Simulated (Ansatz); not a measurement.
Z-matrix (Å, degrees):
```
Ge
S 1 2.232
Ge 1 2.945 2 48.7
S 1 2.232 2 97.5 3 -0.1
H 1 1.537 2 112.0 3 -117.4
H 1 1.537 2 112.0 3 117.3
H 3 1.537 1 124.6 2 -89.9
H 3 1.537 1 124.5 2 90.1
```

Charge 0, multiplicity 1.

(1) List the PBE0/def2-TZVPP orbital energies in eV (the Gaussian-basis code of Ansatz). (Estimate.)

## Answers

(1) Ansatz gave: Occupied: -10861.00, -10861.00, -2422.38, -2422.38, -1359.22, -1359.22, -1209.05, -1209.05, -1209.03, -1209.03, -1209.01, -1209.01, -217.71, -217.71, -171.96, -171.96, -161.52, -161.52, -161.49, -161.49, -161.36, -161.36, -121.81, -121.81, -121.74, -121.74, -121.68, -121.68, -34.64, -34.61, -34.60, -34.60, -34.54, -34.52, -34.51, -34.51, -34.50, -34.46, -21.13, -19.25, -15.78, -14.18, -10.93, -10.86, -10.18, -10.17, -9.04, -8.27, -7.53, -7.36. Lowest empty: -1.13, -1.02, 0.31, 0.80, 1.09, 1.30, 1.60, 2.16.
